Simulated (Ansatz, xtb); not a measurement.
**Two isomers of C2H9NSSi2**

Structure I: `C=CN([SiH3])[SiH2]S`, a singlet. Structure II: `C=C[SiH2]N[SiH2]S`, a singlet. Both are isolated molecules in the gas phase, relaxed with r2SCAN-D4/def2-SVP, each in the lowest conformer that the search found.

Problem. Which of the two would you expect CCSD(T)/def2-SVP + ΔMP2/def2-TZVPP electronic energies to favour?

Solution. Structure II; the calculation gives E(II) − E(I) = −0.509 eV.

Level by level:

```
                             level            geometry  E(II) − E(I) (eV)  departure from the last row (eV)  job, with rough time for the two
                r2SCAN-D4/def2-SVP  r2SCAN-D4/def2-SVP              −0.357                            +0.152                optimisation, 90 s
                       HF/def2-SVP  r2SCAN-D4/def2-SVP              −0.530                            −0.020           part of the CCSD(T) run
                      MP2/def2-SVP  r2SCAN-D4/def2-SVP              −0.364                            +0.146           part of the CCSD(T) run
                  CCSD(T)/def2-SVP  r2SCAN-D4/def2-SVP              −0.363                            +0.146                      single point
CCSD(T)/def2-SVP + ΔMP2/def2-TZVPP  r2SCAN-D4/def2-SVP              −0.509                                                  single point, 43 s
```

As drawn, II has 1 C–Si, 1 N–H in place of 1 C–N, 1 Si–H.

None of the levels shown reverses the order. The largest departure from CCSD(T)/def2-SVP + ΔMP2/def2-TZVPP is that of r2SCAN-D4/def2-SVP, 0.152 eV. Levels run at GFN2-xTB geometries aren't shown. The last row adds to CCSD(T) the change of the MP2 difference between the two basis sets, here −0.146 eV, a large step that makes the value less sure.

With thermal terms from frequencies at re-optimised GFN2-xTB minima (ideal gas, soft modes damped towards free rotors, one conformer each, 298.15 K, 1 atm): the zero-point term adds +0.035 eV; ΔH is −0.463 and ΔG −0.497 eV.

The correlated steps freeze 18 core orbitals. Programs: Ansatz 0.2.0, xtb 6.7.1; the last row on 2 threads of Intel(R) Xeon(R) 6975P-C (Granite Rapids) on a shared host.
